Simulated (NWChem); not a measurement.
System: CH3BClI; SMILES CB(Cl)I

Results from NWChem. All runs use the structure optimised with PBE0/def2-SVP. def2 effective core potentials on I; no spin-orbit coupling. Vertical excitations in the gas phase; the lowest state need not have the same character in each row.

```tsv
level	lowest excitation, singlet (eV)	oscillator strength of that lowest state	lowest state with f > 0.02, singlet (eV)	orbital gap (eV)
PBE/def2-SVP, full TDDFT	4.06	0.000	5.03	4.00
B3LYP/def2-SVP, full TDDFT	4.52	0.000	5.39	5.64
BHandHLYP/def2-SVP, full TDDFT	[?]	0.000	[?]	[?]
```

Q: What belongs in the gaps?

A: 
- BHandHLYP/def2-SVP, full TDDFT, lowest excitation, singlet (eV): 5.22
- BHandHLYP/def2-SVP, full TDDFT, lowest state with f > 0.02, singlet (eV): 5.98
- BHandHLYP/def2-SVP, full TDDFT, orbital gap (eV): 8.12
